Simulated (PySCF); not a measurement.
`C[Si@@H]1CC[Si@H](C#C)N1`, C$_{5}$H$_{11}$NSi$_{2}$

Geometry:
```
atom   x (Å)   y (Å)   z (Å)
  C1   3.635   0.883   0.420
  C2   2.651   0.706  -0.247
 Si3   1.131   0.418  -1.274
  C4   0.514  -1.376  -1.145
  C5  -0.506  -1.475  -0.006
 Si6  -1.515   0.137   0.038
  C7  -2.101   0.672   1.759
  N8  -0.261   1.173  -0.569
  H9   4.497   1.038   1.004
 H10   1.366   0.899  -2.640
 H11   1.323  -2.093  -1.002
 H12   0.026  -1.644  -2.083
 H13  -1.125  -2.365  -0.125
 H14   0.030  -1.593   0.938
 H15  -2.657   0.104  -0.896
 H16  -2.543   1.662   1.722
 H17  -2.857  -0.008   2.137
 H18  -1.286   0.699   2.475
 H19  -0.334   2.173  -0.514
```

Computed with TDDFT CAM-B3LYP/def2-SVPD circular dichroism and optical rotation, one conformer, gas phase (PySCF). Geometry: GFN2-xTB.

The molecule is flexible and this is one conformer; a measurement averages over conformers.

(1) Draw the ECD and absorption spectra from the lowest 16 states, each a Gaussian of half-width 0.2 eV at 1/e height.

## Answers

(1) 
| E (eV) | λ (nm) | Δε (L mol⁻¹ cm⁻¹) | ε (L mol⁻¹ cm⁻¹) |
| --- | --- | --- | --- |
| 5.56 | 223 | 0.00 | 0.12 |
| 5.66 | 219 | -0.03 | 1.23 |
| 5.76 | 215 | -0.13 | 8.42 |
| 5.86 | 212 | -0.33 | 41.8 |
| 5.96 | 208 | -0.02 | 158 |
| 6.06 | 205 | +2.09 | 451 |
| 6.16 | 201 | +5.28 | 917 |
| 6.26 | 198 | +5.58 | 1330 |
| 6.36 | 195 | +1.85 | 1450 |
| 6.46 | 192 | -1.58 | 1230 |
| 6.56 | 189 | -2.31 | 788 |
| 6.66 | 186 | -2.50 | 410 |
| 6.76 | 183 | -3.90 | 278 |
| 6.86 | 181 | -5.24 | 283 |
| 6.96 | 178 | -5.31 | 283 |
| 7.06 | 176 | -6.33 | 386 |
| 7.16 | 173 | -9.83 | 846 |
| 7.26 | 171 | -8.85 | 1950 |
| 7.36 | 168 | +10.45 | 4210 |
| 7.46 | 166 | +53.52 | 7730 |
| 7.56 | 164 | +100.48 | 10800 |
| 7.66 | 162 | +115.86 | 11300 |
| 7.76 | 160 | +93.34 | 10500 |
| 7.86 | 158 | +54.92 | 12700 |
| 7.96 | 156 | +2.43 | 18300 |
| 8.06 | 154 | -53.74 | 21700 |
| 8.16 | 152 | -71.04 | 18800 |

Δε uses R in velocity form, ε uses f in length form. Only the states computed contribute, so the short-wavelength end is incomplete.
